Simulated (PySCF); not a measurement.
## Radial density of S⁺ (sulfur, charge +1)

M06-L, [Ne] 3s2 3p3, high-spin 4S determinant. Calculation: PySCF 2.14, in def2-TZVP; no relativity, point nucleus.

```tsv
r (bohr)	4πr²ρ (e/bohr)	4πr²(ρα − ρβ)
0.00184	0.1067	0.0000
0.00309	0.2913	0.0001
0.00520	0.7679	0.0002
0.00875	1.943	0.0005
0.0147	4.540	0.0013
0.0248	9.345	0.0034
0.0416	15.51	0.0108
0.0700	18.28	0.0412
0.118	14.05	0.1496
0.198	12.77	0.3611
0.333	17.71	0.3570
0.561	10.41	-0.0187
0.943	2.956	0.7758
1.59	3.279	1.8981
2.67	0.9634	0.6554
4.49	0.03075	0.0226
7.55	4.492e-05	0.0000
```

Task: Where is the radial spin density 4πr²(ρα − ρβ) most negative, and why is it negative at all?

Result: Around r = 0.561 bohr, down to -0.0187 e/bohr: exchange with the open shell polarises the paired shells in an unrestricted calculation.
